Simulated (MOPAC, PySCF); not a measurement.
H9GaSi3, SMILES `[SiH3][Ga]([SiH3])[SiH3]`, neutral singlet in the gas phase. 

Cartesian coordinates (Å):
```xyz
13

Si     1.9707    -1.3919    -0.1044
Ga     0.0037    -0.0047     0.0304
Si    -2.1798    -0.9810    -0.2777
Si     0.2134     2.3675     0.4119
H      2.2321    -1.9161     1.2685
H      3.1873    -0.6518    -0.5374
H      1.7972    -2.5662    -1.0025
H     -2.5370    -0.8347    -1.7193
H     -3.2388    -0.2984     0.5150
H     -2.2222    -2.4334     0.0454
H      1.4805     2.7411     1.0980
H     -0.9210     2.9316     1.1934
H      0.2140     3.0379    -0.9214
```
Charge 0, spin multiplicity 1.

All levels are single points at this geometry (r2SCAN-D4/def2-TZVP); Pople sets use spherical d functions. Orbital energies aren't observables, and empty levels follow the basis.

```
level                                     HOMO (eV)  LUMO (eV)  gap (eV)  dipole (D)  vertical IE, Delta-SCF (eV)
----------------------------------------  ---------  ---------  --------  ----------  ---------------------------
r2SCAN-D4/def2-TZVP in PySCF                  -6.53      -3.25      3.28        0.07                            –
B3LYP/3-21G in PySCF                          -7.12      -2.55      4.57        0.04                            –
B3LYP/6-311+G** (LANL2DZ on Ga) in PySCF      -7.19      -2.73      4.46        0.07                            –
B3LYP/6-31G* in PySCF                         -6.98      -2.65      4.33        0.07                         8.90
B3LYP/LANL2DZ in PySCF                        -7.28      -2.51      4.76        0.04                            –
BP86/6-31G* in PySCF                          -6.30      -3.29      3.01        0.05                            –
M06-2X/6-31G* in PySCF                        -8.12      -1.90      6.22        0.08                            –
PBE/6-31G* in PySCF                           -6.20      -3.19      3.02        0.05                            –
HF/6-31G* in PySCF                            -9.53       0.29      9.82        0.11                         8.48
HF/STO-3G in PySCF                            -5.85       4.05      9.90        0.09                            –
AM1 in MOPAC                                  -9.06      -1.73      7.33        0.06                            –
PM3 in MOPAC                                  -8.36      -3.32      5.04        0.21                            –
PM6 in MOPAC                                  -9.22      -1.50      7.72        0.05                            –
```
